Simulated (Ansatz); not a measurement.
`BN(CC)[SiH2]C`. The species carries charge 0 and has multiplicity 1. The geometry is a stationary point of PBE0-D4/def2-TZVP. It is one conformer, not always the lowest.

```xyz
18

B     0.139    1.723    0.334
N     0.259    0.335    0.340
C     0.148   -0.416    1.595
C    -1.283   -0.810    1.909
Si    0.569   -0.635   -1.090
C     0.544    0.361   -2.657
H     0.206    2.327   -0.698
H    -0.027    2.301    1.373
H     0.777   -1.313    1.537
H     0.553    0.198    2.403
H    -1.904    0.081    2.025
H    -1.330   -1.385    2.837
H    -1.709   -1.419    1.109
H     1.890   -1.301   -0.907
H    -0.453   -1.719   -1.146
H    -0.422    0.848   -2.804
H     0.724   -0.305   -3.505
H     1.318    1.131   -2.655
```

Task: What is the dipole moment at B3LYP/def2-TZVPP? (Estimate.)

Result: Ansatz gave: 1.01 D, with components (-0.06, -1.00, -0.07) D in this frame, pointing from negative to positive charge.

Task: And with PBE, r2SCAN, ωB97M-V? (Estimate.)

Result: The calculation gave: PBE 1.09 D, r2SCAN 1.02 D, ωB97M-V 0.98 D.

Task: Give the Mulliken charges with B3LYP, r2SCAN, PBE in def2-TZVPP. (An estimate is asked.)

Result: The calculation gave: 
```tsv
atom	B3LYP	r2SCAN	PBE
B1	-0.15	-0.07	-0.18
N2	-0.12	-0.14	-0.01
C3	-0.04	0.04	-0.04
C4	-0.24	-0.14	-0.25
Si5	0.37	0.37	0.28
C6	-0.38	-0.29	-0.37
H7	0.01	-0.02	-0.01
H8	0.00	-0.03	-0.01
H9	0.07	0.04	0.07
H10	0.08	0.04	0.08
H11	0.09	0.05	0.09
H12	0.08	0.04	0.08
H13	0.08	0.05	0.08
H14	-0.09	-0.09	-0.07
H15	-0.09	-0.09	-0.07
H16	0.11	0.08	0.11
H17	0.10	0.07	0.11
H18	0.11	0.08	0.11
```

B3LYP here is the variant with VWN-RPA as its local correlation; programs differ in this.
